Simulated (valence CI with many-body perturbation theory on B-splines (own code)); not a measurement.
Results of a calculation; reference values are marked as such.
# Au38+: what each term of the Hamiltonian does

Level of theory: configuration interaction combined with many-body perturbation theory (CI+MBPT): five valence electrons over a frozen Dirac-Fock core [Kr], a basis of 7 s, 7 p, 8 d, 6 f, 4 g, 1 h functions for each j, with the one-electron correlation potential Σ1 (screened to all orders), the two-electron term Σ2, the three-electron term Σ3, Breit, model QED; selected single and double excitations, second order for the rest (own B-spline code, finite nucleus).

The last digits are not significant, and no measured levels were compared; by estimate large intervals hold to a few tenths of a per cent, small ones and those within an open d or f shell to about a per cent. Only levels of the ground parity were solved; by the run's estimate the other parity begins above the list, which can be wrong where configurations are misplaced.

Each rung adds one term. CI alone is the Dirac-Coulomb CI over the frozen core; QED comes last and gives the full result, which names the levels. Energies are above (4d3/2^4 4d5/2) J=5/2 on the same rung, in eV.

Levels are named by their leading jj configuration (3d3/2^4 stands for four electrons in 3d with j = 3/2), which in mixed levels can hold well under half, so a name can repeat and another be missing. Letters in brackets count levels of one name in rising energy.

```tsv
Level	CI alone
(4d3/2^3 4d5/2^2) J=5/2 [a]	19.696
(4d3/2^3 4d5/2^2) J=7/2 [a]	25.261
(4d3/2^3 4d5/2^2) J=3/2 [a]	25.620
(4d3/2^3 4d5/2^2) J=11/2	26.690
(4d3/2^3 4d5/2^2) J=9/2	28.428
(4d3/2^3 4d5/2^2) J=5/2 [b]	29.571
(4d3/2^3 4d5/2^2) J=1/2	30.577
(4d3/2^3 4d5/2^2) J=7/2 [b]	31.788
(4d3/2^3 4d5/2^2) J=3/2 [b]	37.953
(4d3/2^2 4d5/2^3) J=5/2 [a]	44.425
(4d3/2^2 4d5/2^3) J=7/2 [a]	48.389
(4d3/2^2 4d5/2^3) J=11/2	49.431
(4d3/2^2 4d5/2^3) J=9/2 [a]	49.957
(4d3/2^2 4d5/2^3) J=1/2 [a]	50.945
(4d3/2^2 4d5/2^3) J=13/2	52.344
(4d3/2^2 4d5/2^3) J=3/2 [a]	51.592
```

What do these energies become with core correlation, Breit and QED?

(4d3/2^3 4d5/2^2) J=5/2 [a] 19.698 (+0.0016); (4d3/2^3 4d5/2^2) J=7/2 [a] 24.749 (-0.5122); (4d3/2^3 4d5/2^2) J=3/2 [a] 25.346 (-0.2736); (4d3/2^3 4d5/2^2) J=11/2 25.815 (-0.8749); (4d3/2^3 4d5/2^2) J=9/2 27.622 (-0.8061); (4d3/2^3 4d5/2^2) J=5/2 [b] 28.914 (-0.6565); (4d3/2^3 4d5/2^2) J=1/2 30.098 (-0.4787); (4d3/2^3 4d5/2^2) J=7/2 [b] 30.835 (-0.9534); (4d3/2^3 4d5/2^2) J=3/2 [b] 37.467 (-0.4857); (4d3/2^2 4d5/2^3) J=5/2 [a] 44.170 (-0.2552); (4d3/2^2 4d5/2^3) J=7/2 [a] 47.671 (-0.7171); (4d3/2^2 4d5/2^3) J=11/2 48.364 (-1.0668); (4d3/2^2 4d5/2^3) J=9/2 [a] 48.998 (-0.9590); (4d3/2^2 4d5/2^3) J=1/2 [a] 50.325 (-0.6203); (4d3/2^2 4d5/2^3) J=13/2 50.882 (-1.4625); (4d3/2^2 4d5/2^3) J=3/2 [a] 51.275 (-0.3174).

How does the ionisation energy move along the ladder, and which term matters most?

CI alone 1754.3, + Σ1 1756.9, + Σ2 1760.4, + Σ3 1760.4, + Breit 1759.8, + QED 1759.8 eV. The largest step is Σ2, 3.5 eV. NIST lists 1758 ± 4 eV (theoretical).
